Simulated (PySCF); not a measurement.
# Peak assignment

Numbering as in the mapped SMILES `[CH2:1]=[N:2][c:3]1[cH:4][cH:5][cH:6][c:7]([C:8]#[N:9])[cH:10]1`. Each H is labelled by its parent atom. Ha(C1) is cis to C3; Hb(C1) is trans to C3.

[PySCF 2.14: GFN2-xTB structure; σ from GIAO-PBE0/pcSseg-1; no solvent model; a single conformation; no relativistic terms]

References, each an isolated molecule treated in the same way: ¹³C and ¹H against TMS.

**Question.** Assign these signals to the numbered atoms. ¹³C{¹H} NMR (computed): δ 157.9 (C), 156.5 (CH2), 136.0 (CH), 135.7 (CH), 134.3 (CH), 124.4 (C), 124.0 (CH), 118.4 (C).

**Answer.** 
```tsv
δ (ppm)	atoms	environment	reason
157.9	C3	aromatic carbon bearing nitrogen	the electronegative substituent deshields the carbon that carries it
156.5	C1	C=N carbon	–
136.0	C6	aromatic CH	the aromatic region
135.7	C5	aromatic CH	–
134.3	C10	aromatic CH	–
124.4	C8	nitrile carbon	typical of a nitrile
124.0	C4	aromatic CH	–
118.4	C7	substituted aromatic carbon	–
```

C3 and C1; C6 and C5; C5 and C10; C8 and C4 lie closer than the usual error of such a calculation, so a measured spectrum could show them in the other order.

**Question.** Assign these signals to the numbered atoms. ¹H NMR (400 MHz, computed): δ 7.75 (m, 1H), 7.74 (s, 1H), 7.74 (d, 1H), 7.72 (m, 1H), 7.55 (d, 1H), 6.94 (d, 1H).

**Answer.** 
7.75 → H(C6), hydrogen on an aromatic CH: it sits in the deshielding region of the aromatic ring current
7.74 → H(C10), hydrogen on an aromatic CH
7.74 → Ha(C1), hydrogen on a C=N carbon
7.72 → H(C5), hydrogen on an aromatic CH: aromatic region
7.55 → Hb(C1), hydrogen on a C=N carbon
6.94 → H(C4), hydrogen on an aromatic CH: ring-current deshielding

H(C6) and H(C10); H(C10) and Ha(C1); Ha(C1) and H(C5) lie closer than the usual error of such a calculation, so a measured spectrum could show them in the other order.

Shifts are as computed. Against solution values, carbons near 30 ppm lie about +3 ppm off and those near 130 ppm about +5 ppm. Of 1211 compounds with measured shifts, 218 miss one by over three times the rms of a fit or turn the order of signals round; such compounds aren't used in these exercises. Multiplicities follow the n + 1 count of equivalent neighbours, as no J values were calculated; m marks all less simple cases, F and P coupling included.
